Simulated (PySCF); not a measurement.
C₆H₈NOP.
SMILES with atom numbers: `[OH:1][CH2:2][PH:3][c:4]1[cH:5][cH:6][n:7][cH:8][cH:9]1`

NICS = −σ at a ghost point: NICS(0) at the centroid of the ring atoms, NICS(1) 1 Å to either side along the normal of their mean plane, zz for the tensor component along that normal. Level: GIAO PBE0/pcSseg-1 (PySCF, non-relativistic, gas phase) on the GFN2-xTB geometry, one conformer.

Ring bond lengths (Å), with Mayer bond orders in brackets: C4–C5 1.392 (1.39), C5–C6 1.386 (1.39), C6–N7 1.321 (1.48), N7–C8 1.323 (1.47), C8–C9 1.385 (1.41), C9–C4 1.394 (1.37).

Problem. What do the NICS probes read (ppm)?

Solution. 
```json
{"ring": "C4–C5–C6–N7–C8–C9", "type": "6-membered ring with N; formal bonds all aromatic", "NICS(0)": "-6.7", "NICS(1), two faces": "-10.9 / -10.8", "NICS(1)zz, two faces": "-27.5 / -28.0", "rms pucker (Å)": "0.00", "centre to ring atoms, mean (Å)": "1.37"}
```

Problem. What do they say, and how far can they be read as aromaticity?

Solution. 
- C4–C5–C6–N7–C8–C9: mean NICS(1)zz -27.7 ppm, shielded. The ring is flat and has no four-coordinate atom; by the NICS criterion it is aromatic.

Problem. How equal are the bonds by HOMA? HOMA = 1 − mean of α(R − Ropt)² over the ring bonds, with Krygowski's 1993 parameters (CC: Ropt 1.388 Å, α 257.7 Å⁻²; CN: Ropt 1.334 Å, α 93.52 Å⁻²).

Solution. 
- C4–C5–C6–N7–C8–C9: HOMA 0.99; the largest term is that of C6–N7, α(R − Ropt)² = 0.01. The geometric and the magnetic index point the same way.

Problem. At the first NICS(1) probe listed for ring C4–C5–C6–N7–C8–C9, 1 Å off the ring, how large is the induced field along the normal in 11.7 T applied along it?

Solution. NICSzz × B0 = -27.5 ppm × 11.7 T = -322 μT, against the applied field.

The values belong to the conformer `[OH:1][CH2:2][PH:3][c:4]1[cH:5][cH:6][n:7][cH:8][cH:9]1`: O1–C2–P3–C4 56°, C2–P3–C4–C5 -104°, H–O1–C2–P3 -63°.
